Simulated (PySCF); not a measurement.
Ligands exchanged one at a time, B H-CH3. All species are isolated molecules in the gas phase. Strings in code marks are SMILES.

All values below come from TPSSh-D3(BJ)/def2-TZVP // CAM-B3LYP-D3(BJ)/def2-TZVP (PySCF). All candidates: neutral, multiplicity 1. Delta-SCF ions had no search for a lower state. 

```
Quantity                                  Result
--------------------------------------  --------
HOMO                                    -7.76 eV
dipole moment                             0.06 D
vertical ionisation energy (Delta-SCF)  10.42 eV
```

Identify which member has these values.
A) `B`
B) `CBC`
C) `BC`
D) `CB(C)C`

D, `CB(C)C`. The others give `CBC`: -8.00 eV, 0.42 D, 10.92 eV; `BC`: -8.39 eV, 0.69 D, 11.59 eV; `B`: -9.29 eV, 0.00 D, 13.00 eV
